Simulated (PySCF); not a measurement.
Computed spin Hamiltonian

Species: C5H8FO2S (doublet state).
Numbering: `[CH2:1][C@@:2]([F:3])([S:4][CH3:5])[C:6](=[O:7])[O:8][CH3:9]` (hydrogens: H10, H11 on C1; H12, H13, H14 on C5; H15, H16, H17 on C9)

Geometry (GFN2-xTB, Å), atoms numbered from 1 in this order:
```xyz
17
C5H8FO2S angstrom
C     -0.9479    1.5421   -1.0847
C     -0.3815    0.6527   -0.1584
F     -0.8082    0.7766    1.1223
S     -1.0385   -1.2091   -0.7132
C     -2.6993   -1.1225    0.0010
C      1.1085    0.3721   -0.2543
O      1.7267    0.4736   -1.2784
O      1.5912   -0.0095    0.9161
C      2.9685   -0.3612    0.9773
H     -0.5023    1.6185   -2.0561
H     -1.8897    2.0136   -0.8826
H     -3.1015   -2.1283   -0.0725
H     -3.3150   -0.4356   -0.5715
H     -2.6358   -0.8213    1.0421
H      3.5176    0.4412    1.4719
H      3.3597   -0.5134   -0.0301
H      3.0405   -1.2774    1.5612
```

The hyperfine couplings belong to this conformer and change with its torsions.

Computed, not measured: UKS B3LYP, pcH-1 on C F H O S, non-relativistic, mean-field spin-orbit, GIAO in PySCF. One conformer (not necessarily the lowest) at the GFN2-xTB geometry, without solvent, vibrations or thermal averaging. The geometry wasn't refined by DFT: couplings that depend on bond lengths, twists or pyramidal angles can differ widely from those at the functional's own minimum. The SCF solution wasn't tested for stability.

| Quantity | Value |
| --- | --- |
| g1, g2, g3 | 2.00207, 2.00559, 2.00647 |
| g_iso | 2.00471 |
| Form of g | rhombic: the two nearest values differ by 20 % of g3 − g1 |
| ⟨S²⟩ | 0.7629 (exact 0.7500) |
| Basis functions | 315 |

Hyperfine couplings atom by atom, in MHz; T1 to T3 are the principal values of the dipolar part; ρ(0) is the spin density at the nucleus:

| atom | isotope | a_iso | of which spin–orbit | T1 | T2 | T3 | Mulliken spin population | ρ(0) (bohr⁻³) |
| --- | --- | --- | --- | --- | --- | --- | --- | --- |
| C1 | 13C | 68.7 | -0.1 | -69.0 | -68.1 | 137.1 | 0.86 | 0.0612 |
| C2 | 13C | -37.7 | 0.0 | -13.2 | 4.0 | 9.1 | -0.11 | -0.0336 |
| F3 | 19F | 8.0 | -0.4 | -31.4 | -0.7 | 32.1 | 0.00 | 0.0020 |
| S4 | 33S | 25.1 | 0.5 | -38.4 | -32.9 | 71.2 | 0.31 | 0.0716 |
| C5 | 13C | -3.3 | 0.1 | -1.0 | -0.4 | 1.3 | -0.01 | -0.0030 |
| C6 | 13C | 25.2 | 0.0 | -2.3 | -1.3 | 3.6 | 0.01 | 0.0224 |
| O7 | 17O | 0.3 | 0.0 | -2.2 | 0.1 | 2.2 | 0.00 | -0.0006 |
| O8 | 17O | -3.0 | 0.0 | -0.6 | 0.2 | 0.3 | 0.00 | 0.0049 |
| C9 | 13C | 0.5 | 0.0 | -0.3 | -0.2 | 0.5 | 0.00 | 0.0004 |
| H10 | 1H | -52.2 | 0.0 | -32.1 | -1.2 | 33.4 | -0.03 | -0.0117 |
| H11 | 1H | -52.8 | 0.0 | -32.9 | -0.3 | 33.2 | -0.04 | -0.0118 |
| H12 | 1H | 19.8 | 0.0 | -2.6 | -0.6 | 3.2 | 0.01 | 0.0044 |
| H13 | 1H | 9.1 | 0.0 | -3.2 | -1.1 | 4.4 | 0.01 | 0.0020 |
| H14 | 1H | -1.1 | 0.0 | -2.5 | -0.6 | 3.1 | 0.00 | -0.0003 |
| H15 | 1H | -0.2 | 0.0 | -0.6 | -0.4 | 0.9 | 0.00 | 0.0000 |
| H16 | 1H | -0.1 | 0.0 | -0.7 | -0.5 | 1.2 | 0.00 | 0.0000 |
| H17 | 1H | -0.2 | 0.0 | -0.6 | -0.3 | 0.9 | 0.00 | 0.0000 |

The Mulliken spin populations are largest on C1 (+0.86), S4 (+0.31) and C2 (-0.11). The angles at C1 add up to 359.3°, so it is planar; its axial dipolar tensor and the negative couplings of its protons fit spin in a p orbital normal to that plane.

Axes: g3 points within 4° of the C2–C6 bond.

Under fast tumbling the dipolar parts average out, and these isotropic splittings remain: 1 × 1H (H11, I = 1/2, 2 lines) with 1.88 mT, 1 × 1H (H10, I = 1/2, 2 lines) with 1.86 mT, 3 × 1H (H12/H13/H14, I = 1/2, 4 lines) with 0.33 mT and 1 × 19F (F3, I = 1/2, 2 lines) with 0.28 mT.

Means are taken over nuclei equivalent by connectivity, which assumes that they swap fast. H10 and H11 aren't averaged: C1 is flat or nearly so (angle sum 359°), and its turn about the short C1–C2 bond (1.40 Å) is taken as slow. The three 1H nuclei of mean +9.3 MHz run from -1.1 to 19.8 MHz in the frozen geometry.

The 33S coupling of S4 (25.1 MHz) shows only in satellite lines or after enrichment, since that isotope makes up about 0.76 % of natural sulfur.

The 13C coupling of C1 (68.7 MHz) shows only in satellite lines or after enrichment, since that isotope makes up about 1.07 % of natural carbon.
